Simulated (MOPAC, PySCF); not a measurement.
CH$_{4}$SSi, SMILES `S[Si]C` (lower singlet; C–Si–S–H torsion 0°), neutral singlet in the gas phase. This singlet lies 1.52 eV below the relaxed triplet at the level frozen-core CCSD(T)/cc-pVTZ // B3LYP-D3(BJ)/def2-TZVP (Ansatz).

Cartesian coordinates (Å):
SMILES: [Si](S)C
```xyz
7

C     -0.8681     0.1871     0.1894
Si     0.0203    -1.4818    -0.0829
S      2.0663    -0.8105    -0.0941
H     -1.9508     0.0540     0.2274
H     -0.6353     0.8853    -0.6206
H     -0.5447     0.6501     1.1267
H      1.9122     0.5158     0.0942
```
Charge 0, multiplicity 1.

All levels are single points at this geometry (B3LYP-D3(BJ)/def2-TZVP); Pople sets use spherical d functions. Orbital energies aren't observables, and empty levels follow the basis.

PM7 in MOPAC gives HOMO (eV) = -9.81.

Question: Estimate the HOMO (eV) from each of these levels: B3LYP-D3(BJ)/def2-TZVP in PySCF; B3LYP/6-311+G** in PySCF; B3LYP/LANL2DZ in PySCF; M06-2X/6-31G* in PySCF; SVWN5/6-31G* in PySCF; HF/6-31G* in PySCF; HF/STO-3G in PySCF; PM6 in MOPAC.

Answer: 
```json
[
 {"level": "B3LYP-D3(BJ)/def2-TZVP in PySCF", "HOMO (eV)": "-6.42"},
 {"level": "B3LYP/6-311+G** in PySCF", "HOMO (eV)": "-6.50"},
 {"level": "B3LYP/LANL2DZ in PySCF", "HOMO (eV)": "-6.42"},
 {"level": "M06-2X/6-31G* in PySCF", "HOMO (eV)": "-7.56"},
 {"level": "SVWN5/6-31G* in PySCF", "HOMO (eV)": "-5.50"},
 {"level": "HF/6-31G* in PySCF", "HOMO (eV)": "-8.99"},
 {"level": "HF/STO-3G in PySCF", "HOMO (eV)": "-6.09"},
 {"level": "PM6 in MOPAC", "HOMO (eV)": "-7.80"}
]
```
